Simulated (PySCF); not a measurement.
H₆AlClSi₂ (SMILES [SiH3][Al]([SiH3])[Cl]), singlet, at a GFN2-xTB geometry (such geometries of metal compounds can be far from the true shape); PySCF with DF-CAMB3LYP/def2-TZVP.

PySCF was given this input:
```python
from pyscf import gto, scf, dft

mol = gto.Mole()
mol.atom = '''
    Al    0.03968721   -0.01011992   -0.01932379
    Cl    1.83023492   -0.46669533   -0.89114533
    Si   -0.40378753   -1.08921259    2.11669260
    H    -0.50655672   -2.56522304    2.05615983
    H    -1.67473871   -0.66034230    2.73996319
    H     0.61827406   -0.84300989    3.15956960
    Si   -1.37284090    1.54223869   -1.25164839
    H    -2.68815560    1.77284560   -0.61566055
    H    -1.70140020    1.11919843   -2.63219315
    H    -0.80455216    2.89954536   -1.41777809
'''
mol.basis = 'def2-tzvp'
mol.verbose = 4
mol.max_memory = 1800
mol.build()

mf = dft.RKS(mol)
mf.xc = 'camb3lyp'
mf = mf.density_fit(auxbasis='def2-universal-jkfit')
mf.kernel()
```

What the program printed (banner, timings and long lists left out):

```
PySCF version 2.14.0

[INPUT] verbose = 4
[INPUT] num. atoms = 10
[INPUT] num. electrons = 64
[INPUT] charge = 0
[INPUT] spin (= nelec alpha-beta = 2S) = 0
[INPUT] symmetry False subgroup None
[INPUT] Mole.unit = angstrom
[INPUT] Symbol           X                Y                Z      unit          X                Y                Z       unit  Magmom
[INPUT]  1 Al     0.039687210000  -0.010119920000  -0.019323790000 AA    0.074997957548  -0.019123877203  -0.036516670789 Bohr   0.0
[INPUT]  2 Cl     1.830234920000  -0.466695330000  -0.891145330000 AA    3.458642742415  -0.881926357314  -1.684020610885 Bohr   0.0
[INPUT]  3 Si    -0.403787530000  -1.089212590000   2.116692600000 AA   -0.763047844215  -2.058313486528   3.999969303894 Bohr   0.0
[INPUT]  4 H     -0.506556720000  -2.565223040000   2.056159830000 AA   -0.957253467358  -4.847568994024   3.885578947032 Bohr   0.0
[INPUT]  5 H     -1.674738710000  -0.660342300000   2.739963190000 AA   -3.164797492107  -1.247866095465   5.177780020490 Bohr   0.0
[INPUT]  6 H      0.618274060000  -0.843009890000   3.159569600000 AA    1.168368643323  -1.593057812400   5.970721215502 Bohr   0.0
[INPUT]  7 Si    -1.372840900000   1.542238690000  -1.251648390000 AA   -2.594293313601   2.914408742808  -2.365272661353 Bohr   0.0
[INPUT]  8 H     -2.688155600000   1.772845600000  -0.615660550000 AA   -5.079877864216   3.350192645140  -1.163429825199 Bohr   0.0
[INPUT]  9 H     -1.701400200000   1.119198430000  -2.632193150000 AA   -3.215180406280   2.114978511743  -4.974124160456 Bohr   0.0
[INPUT] 10 H     -0.804552160000   2.899545360000  -1.417778090000 AA   -1.520383235327   5.479346616153  -2.679212295509 Bohr   0.0

nuclear repulsion = 291.730956278367
number of shells = 76
number of NR pGTOs = 300
number of NR cGTOs = 184
basis = def2-tzvp
ecp = {}

******** <class 'pyscf.df.df_jk.DFRKS'> ********
method = DFRKS
initial guess = minao
damping factor = 0
level_shift factor = 0
DIIS = <class 'pyscf.scf.diis.CDIIS'>
diis_start_cycle = 1
diis_space = 8
diis_damp = 0
SCF conv_tol = 1e-09
SCF conv_tol_grad = None
SCF max_cycles = 50
direct_scf = False
XC library pyscf.dft.libxc version 7.1.2
    S. Lehtola, C. Steigemann, M. J. T. Oliveira, and M. A. L. Marques,  SoftwareX 7, 1–5 (2018)
XC functionals = camb3lyp
    T. Yanai, D. P. Tew, and N. C. Handy,  Chem. Phys. Lett. 393, 51 (2004)
radial grids:
    Treutler-Ahlrichs [JCP 102, 346 (1995); DOI:10.1063/1.469408] (M4) radial grids

becke partition: Becke, JCP 88, 2547 (1988); DOI:10.1063/1.454033
pruning grids: <function nwchem_prune>
grids dens level: 3
symmetrized grids: False
atomic radii adjust function: <function treutler_atomic_radii_adjust>
small_rho_cutoff = 0
Set gradient conv threshold to 3.16228e-05
Initial guess from minao.
tot grids = 135272
******** <class 'pyscf.df.df.DF'> ********
auxbasis = def2-universal-jkfit
Create RSH-DF object <pyscf.df.df.DF object> for omega=0.33
******** <class 'pyscf.df.df.DF'> ********
auxbasis = auxmol.basis = def2-universal-jkfit
init E= -1285.16162906645
  HOMO = -0.26285411572368  LUMO = -0.0737898695513692  gap/eV = 5.14470
cycle= 1 E= -1285.30204806389  delta_E= -0.14  |g|= 0.319  |ddm|=  2.3
  HOMO = -0.332091628567181  LUMO = -0.0815323723193337  gap/eV = 6.81806
cycle= 2 E= -1285.31747473125  delta_E= -0.0154  |g|= 0.286  |ddm|= 0.57
  HOMO = -0.320878797692028  LUMO = -0.0542348928267558  gap/eV = 7.25575
cycle= 3 E= -1285.33728944768  delta_E= -0.0198  |g|= 0.0271  |ddm|= 0.254
  HOMO = -0.320052566533555  LUMO = -0.0514835939930371  gap/eV = 7.30813
cycle= 4 E= -1285.33751254307  delta_E= -0.000223  |g|= 0.00757  |ddm|= 0.0382
  HOMO = -0.321279744097602  LUMO = -0.0521624693209546  gap/eV = 7.32305
cycle= 5 E= -1285.33753540796  delta_E= -2.29e-05  |g|= 0.00172  |ddm|= 0.0134
  HOMO = -0.32126849896958  LUMO = -0.0521930819658607  gap/eV = 7.32192
cycle= 6 E= -1285.33753634142  delta_E= -9.33e-07  |g|= 0.000236  |ddm|= 0.00198
  HOMO = -0.321280127915625  LUMO = -0.0521907129378647  gap/eV = 7.32230
cycle= 7 E= -1285.3375363809  delta_E= -3.95e-08  |g|= 5.2e-05  |ddm|= 0.000606
  HOMO = -0.321283808725152  LUMO = -0.0521943007071428  gap/eV = 7.32230
cycle= 8 E= -1285.33753638215  delta_E= -1.25e-09  |g|= 1.72e-05  |ddm|= 9.15e-05
  HOMO = -0.321281767448998  LUMO = -0.0521910249946025  gap/eV = 7.32233
cycle= 9 E= -1285.33753638227  delta_E= -1.15e-10  |g|= 4.6e-06  |ddm|= 2.75e-05
  HOMO = -0.321282015858053  LUMO = -0.0521913519130699  gap/eV = 7.32233
Extra cycle  E= -1285.33753638227  delta_E= -4.32e-12  |g|= 2.69e-06  |ddm|= 6.46e-06
converged SCF energy = -1285.33753638227
```
